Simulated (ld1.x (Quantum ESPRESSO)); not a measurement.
**Before and after: TM potential for Pd**

- Element: Pd
- Generator: ld1.x (Quantum ESPRESSO) 7.5
- Type: norm-conserving Troullier–Martins (Kleinman–Bylander form)
- Functional: Wu–Cohen
- Relativity: scalar-relativistic
- Frozen core: [Ar] 3d10 4s2
- Valence charge: 16
- Reference configuration: 4p6 4d10 5s0
- Partial waves: 5s (bound, empty): rc 2.15 bohr; 4d (bound): rc 1.60 bohr; 4p (bound): rc 1.35 bohr
- Local potential: the p channel
- Core correction: none

All-electron outer shells of the reference configuration (Wu–Cohen, scalar-relativistic, ld1.x):

```
shell  level (eV)  outermost node (bohr)  outermost maximum (bohr)
   4s      -85.28                   0.45                      0.85
   4p      -51.16                   0.46                      0.91
   4d       -4.04                   0.45                      1.10
   5s       -3.27                   1.15                      2.64
```

Change: wave 5s (bound): rc 2.15 bohr becomes 5s (bound): rc 2.74 bohr.

Cutoffs: the cutoffs (Ry, on a coarse ladder) from which the occupation-weighted sum of valence levels, in a spherical-Bessel basis at the reference potential, stays within 10 and 1 mRy of its value at 400 Ry; they do not see the model core or the augmentation charge, which bear on the density cutoff. Errors are all-electron minus pseudo energies relative to the spin-unpolarised reference configuration.

Task: What does the change do?

Result: The potential gets neither clearly harder nor softer (70 Ry and 120 Ry → 70 Ry and 120 Ry); both files keep a bound ghost (s); of the 7 tests that both files solve, the error grows in 0 and shrinks in 2 by more than 15 % and 0.3 meV (median size 5.5 → 5.6 meV).

```tsv
quantity	base	changed
cutoff, loose	70 Ry	70 Ry
cutoff, tight	120 Ry	120 Ry
bound ghosts	s	s
error for 4p6 4d9 5s0, meV [ΔE 9.12 eV]	+1.0	+1.0
error for 4p6 4d8 5s0, meV [ΔE 29.95 eV]	+2.9	+2.9
error for 4p6 4d7 5s0, meV [ΔE 64.31 eV]	+5.5	+5.6
error for 4p6 4d9.5 5s0, meV [ΔE 3.23 eV]	+0.3	+0.3
error for 4p6 4d8 5s1, meV [ΔE 13.68 eV]	-45	-36
error for 4p6 4d9 5s1, meV [ΔE 1.53 eV]	-15	-12
error for 4p5 4d10 5s0, meV [ΔE 57.14 eV]	-49	-49
```

Base: These tests converged, but a pseudo level misses the all-electron one widely, so the file describes the atom poorly there or has found another state: 4p6 4d7 5s0: empty 5s by 4.8 eV (a node warning on the way). A true bound ghost makes a file unfit for plane-wave use even where its test errors are small: the radial tests pick states by their node count and pass the ghost by.
